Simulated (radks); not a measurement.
Q: Numerical settings for the titanium ion Ti3+, [Ar] 3d1. All-electron calculation, scalar-relativistic Kohn-Sham, SCAN, spin-polarised, spherical densities, finite nucleus; open shells are filled with parallel spins first; meta-GGA in the generalised Kohn-Sham scheme; Fermi nuclear charge, rms radius 3.5921 fm. Program: a radial shooting solver on a logarithmic mesh with Libxc functionals. The defaults (mesh step 0.008 in ln r, mesh end at 40 bohr or more with all orbitals vanishing there, Anderson mixing 0.5 over 9 steps, residual threshold near 1e-9 with the energy settled to 1e-9 hartree or 1e-11 of itself, here a cap of 98 iterations) give E = -852.134 hartree and 3d at -34.705 eV in 17 iterations. Run on one thread of a shared host, so times are rough (Arm Neoverse V2): 0.13 s of CPU time, 0.13 s wall, 17 iterations on 2189 mesh points. One setting is changed at a time: mesh step in ln r 0.012; mesh step in ln r 0.12; mesh step in ln r 0.2; mesh end (bohr) 2; mesh end (bohr) 400; residual threshold 1e-05; residual threshold 0.001; mixing 0.2; linear mixing, mixing 0.05; linear mixing, mixing 1; mixing history 3; iteration cap 5. Which runs fail to converge, and which converge to a wrong energy?

A: Not converged within the cap: mesh step in ln r 0.12; mesh step in ln r 0.2; linear mixing, mixing 0.05; linear mixing, mixing 1; iteration cap 5. Settings that end as converged yet miss the energy by more than 1 mhartree: mesh end (bohr) 2 (+1.71 hartree).
